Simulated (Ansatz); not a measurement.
Reaction (ligand exchange at a Ga–Cl bond): `[SH][GaH][Cl]` + `O[SiH3]` → `[SiH3][O][GaH][SH]` + HCl

Calculated with Ansatz (gas phase, PBE0-D4/def2-TZVP geometries, no zero-point term in ΔE). CCSD(T)/CBS adds triple-zeta CCSD(T) − MP2 to the extrapolated MP2 energy (def2 sets, frozen cores). This one scheme is used for every species. Functionals use def2-TZVPP. For Ga outer-core shells are correlated without core-valence functions, which leaves a few kJ/mol of doubt a bond. Scalar relativity is left out up to krypton. Each species was taken in one conformer, which may not be the lowest.

**Question.** Is it downhill or uphill in electronic energy at CCSD(T)/CBS, and by how much? (Best estimate.)

**Answer.** Ansatz gave: Uphill: ΔE = +0.42 eV.

**Question.** What do these levels give: PBE-D4, r2SCAN-D4, PBE0-D4, r2SCANh, BHLYP, CCSD/def2-TZVPP? (Estimate.)

**Answer.** Ansatz gave: PBE-D4 0.47, r2SCAN-D4 0.47, PBE0-D4 0.49, r2SCANh 0.49, BHLYP 0.51, CCSD/def2-TZVPP 0.40 eV.

**Question.** What do rigid-rotor, harmonic-oscillator terms from PBE0-D4/def2-TZVP frequencies (298.15 K, 1 bar) make of the CCSD(T)/CBS value? (Estimate.)

**Answer.** Ansatz gave: ΔZPE = -0.09 eV, ΔH = +0.36 eV, ΔS = -13 J/(mol·K), ΔG = +0.40 eV.

Largest T1 diagnostic among the species: 0.014.

Leaving LDA and LC-ωPBE aside and taking each functional with its dispersion term where it has one, the values, not all of them listed here, spread over 0.10 eV, from BLYP-D4 to HSE06-D4. LDA lies −0.08 eV from PBE without D4. The D4 term adds −0.07 eV with B3LYP and −0.04 eV with PBE0; it sums over pairs of atoms, weighted by their polarisabilities, and B3LYP, whose exchange is more repulsive, gets the larger term. At CCSD(T), def2-SVP lies −0.08 eV from the extrapolated value and def2-TZVPP −0.04 eV.

B3LYP here is the variant with VWN-RPA as its local correlation; programs differ in this.
